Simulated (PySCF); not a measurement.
Correlation energy of Tl (thallium, neutral)

[Xe] 4f14 5d10 6s1 6p2, high-spin 4P determinant (an excited configuration). All numbers are calculated (PySCF 2.14, the spin-free X2C one-electron Hamiltonian (Gaussian nucleus), in x2c-TZVPPall (11s7p6d3f, 83 functions)). Frozen: [Xe] 4f14 5d10; 3 electrons correlated.

| level | correlation energy (mhartree) |
| --- | --- |
| CCSD | -9.07 |
| (T) | -0.06 |
| CCSD(T) | -9.13 |

Diagnostics: T1 = 0.0037, D1 = 0.0053, largest double amplitude 0.059.

Spin-orbit coupling is strong in this species (close to jj coupling), so the high-spin LS determinant is a model state, not a physical level.

Cost of the coupled-cluster step: of the order of 1.9 core-seconds, for 3 correlated electrons.

Iterations:

```
CC2 = 0
CCSD nocc = (np.int64(3), np.int64(0)), nmo = (44, 44)
frozen orbitals [[0, 1, 2, 3, 4, 5, 6, 7, 8, 9, 10, 11, 12, 13, 14, 15, 16, 17, 18, 19, 20, 21, 22, 23, 24, 25, 26, 27, 28, 29, 30, 31, 32, 33, 34, 35, 36, 37, 38], [0, 1, 2, 3, 4, 5, 6, 7, 8, 9, 10, 11, 12, 13, 14, 15, 16, 17, 18, 19, 20, 21, 22, 23, 24, 25, 26, 27, 28, 29, 30, 31, 32, 33, 34, 35, 36, 37, 38]]
max_cycle = 100
direct = 0
conv_tol = 1e-08
conv_tol_normt = 1e-06
diis_space = 8
diis_start_cycle = 0
Init t2, MP2 energy = -0.00625137517071213
Init E_corr(UCCSD) = -0.00625137517403483
cycle = 1  E_corr(UCCSD) = -0.00809366341803032  dE = -0.00184228824  norm(t1,t2) = 0.023587
cycle = 2  E_corr(UCCSD) = -0.00871047744662559  dE = -0.000616814029  norm(t1,t2) = 0.00911425
cycle = 3  E_corr(UCCSD) = -0.00908034150760697  dE = -0.000369864061  norm(t1,t2) = 0.00372872
cycle = 4  E_corr(UCCSD) = -0.00907322235952533  dE = 7.11914808e-06  norm(t1,t2) = 0.000327553
cycle = 5  E_corr(UCCSD) = -0.00907384789406703  dE = -6.25534542e-07  norm(t1,t2) = 2.45488e-05
cycle = 6  E_corr(UCCSD) = -0.00907374339962666  dE = 1.0449444e-07  norm(t1,t2) = 3.80674e-06
cycle = 7  E_corr(UCCSD) = -0.00907379111385951  dE = -4.77142328e-08  norm(t1,t2) = 4.54239e-07
cycle = 8  E_corr(UCCSD) = -0.00907378553991143  dE = 5.57394808e-09  norm(t1,t2) = 9.11775e-08
UCCSD converged
E(UCCSD) = -20243.36455834915  E_corr = -0.009073785539911425
UCCSD(T) correction = -5.56189378500924e-05
```

Spin-orbit coupling is strong in this species, so the high-spin LS determinant is a model state.
